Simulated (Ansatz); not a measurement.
Ansatz results at the PBE0-D4/def2-TZVP geometry: HOMO energy (ωB97M-V/def2-TZVPP) -11.57 eV; LUMO energy (B3LYP/def2-TZVPP) -3.47 eV; size of the dipole moment (ωB97M-V/def2-TZVPP) 0.40 D.

Problem. Which molecule gave them?
A. `[OH][Sc]([F])[Cl]`
B. `[CH3][Sc]([F])[Cl]`
C. `[F][Sc]([Cl])[Cl]`
D. `C[O][Sc]([O]C)[O]C`

Solution. C. The others give `[CH3][Sc]([F])[Cl]`: -9.96, -2.95, 1.26; `C[O][Sc]([O]C)[O]C`: -9.56, -1.69, 0.04; `[OH][Sc]([F])[Cl]`: -11.15, -2.81, 2.89.

B3LYP here is the variant with VWN-RPA as its local correlation; programs differ in this.
